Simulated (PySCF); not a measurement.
Te(SeH)2, SMILES [SeH][Te][SeH] (H₂Se₂Te), CAM-B3LYP/def2-SVP optimised geometry.

```
5

Te    -0.97    -1.23     0.00
Se     1.57    -1.23     0.00
H      1.72    -1.15    -1.46
Se    -1.57     1.23     0.00
H     -1.53     1.40     1.46
```

Density from CAM-B3LYP/def2-TZVP, def2 effective core potentials past Kr in PySCF at that geometry. The core electrons that the potentials of Te replace are not part of the density.

Minimum of the electron density along straight lines between bonded atoms, close to the bond critical point (lines longer than 1.1 times the sum of covalent radii, or with two minima, are not listed):

| bond | length / Å | ρ at the minimum / e bohr⁻³ | ∇²ρ there / e bohr⁻⁵ | position (fraction from the first atom) |
|---|---|---|---|---|
| Te1–Se2 | 2.534 | 0.084 | 0.00 | 0.49 |
| Se2–H3 | 1.472 | 0.177 | -0.33 | 0.63 |
| Te1–Se4 | 2.534 | 0.084 | 0.00 | 0.49 |
| Se4–H5 | 1.472 | 0.177 | -0.33 | 0.63 |
